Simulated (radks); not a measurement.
Values are calculated unless marked as measured or tabulated.
Species: I IV. Configuration: [Kr] 4d10 5s2 5p2.

Code: a radial shooting solver on a logarithmic mesh with Libxc functionals. Model: non-relativistic Kohn-Sham, PBE, spin-polarised, spherical densities, point nucleus; open shells are filled with parallel spins first (spin-orbit coupling, left out, can overturn this in heavy ions); relativity is left out, which matters for an element this heavy.

Energy parts (hartree):
total: -6917.85386
kinetic: 6915.40035
electron-nucleus: -16364.48969
Hartree: 2706.22002
exchange-correlation: -174.98454

Orbitals (lengths in bohr, moments of r in powers of bohr; <r^-3> diverges for s and p1/2):
orbital  occ.  eigenvalue (hartree)  <r^-3>      <r>   <1/r>      <r^4>
1s up       1             -1164.218       -  0.02868   52.47  3.060e-06
1s down     1             -1164.215       -  0.02868   52.47  3.060e-06
2s up       1             -176.4086       -   0.1235   12.04  0.0005429
2s down     1             -176.4072       -   0.1235   12.04  0.0005429
2p up       3             -165.8485    4893   0.1051   12.05  0.0003532
2p down     3             -165.8459    4893   0.1051   12.05  0.0003532
3s up       1             -36.47090       -   0.3279   4.393    0.02275
3s down     1             -36.46824       -   0.3279   4.393    0.02274
3p up       3             -32.03094   916.8   0.3183   4.319    0.02178
3p down     3             -32.02786   916.8   0.3183   4.319    0.02177
3d up       5             -23.77961   149.0   0.2889   4.187    0.01767
3d down     5             -23.77670   149.0   0.2889   4.187    0.01766
4s up       1              -7.31067       -   0.7695   1.794     0.6569
4s down     1              -7.30396       -   0.7693   1.794     0.6547
4p up       3              -5.75719   178.6   0.8041   1.692     0.8233
4p down     3              -5.74987   178.7   0.8035   1.693     0.8177
4d up       5              -3.10868   22.19   0.9113   1.452      1.592
4d down     5              -3.09733   22.31   0.9074   1.456      1.548
5s up       1              -1.66728       -    1.897  0.6823      23.34
5s down     1              -1.59640       -    1.892  0.6873      23.43
5p up       2              -1.28490   23.84    2.128  0.6032      37.83
5p down     0              -1.21194   23.99    2.138  0.6027      39.24

The highest occupied level is 5p up at -34.964 eV. The spin density at the nucleus is -0.8495 e/bohr^3 (1s -0.1499, 2s 0.0338, 3s 0.0204, 4s 0.0491, 5s -0.8030). Summed over all electrons, <r^2> = 35.64 bohr^2, which gives a Langevin (diamagnetic) susceptibility term of -28.2 x 10^-6 cm^3/mol. Spin moment in Bohr magnetons: 2. Virial ratio -V/T = 2.00035. The density falls to 0.001 e/bohr^3 at r = 3.68 bohr.
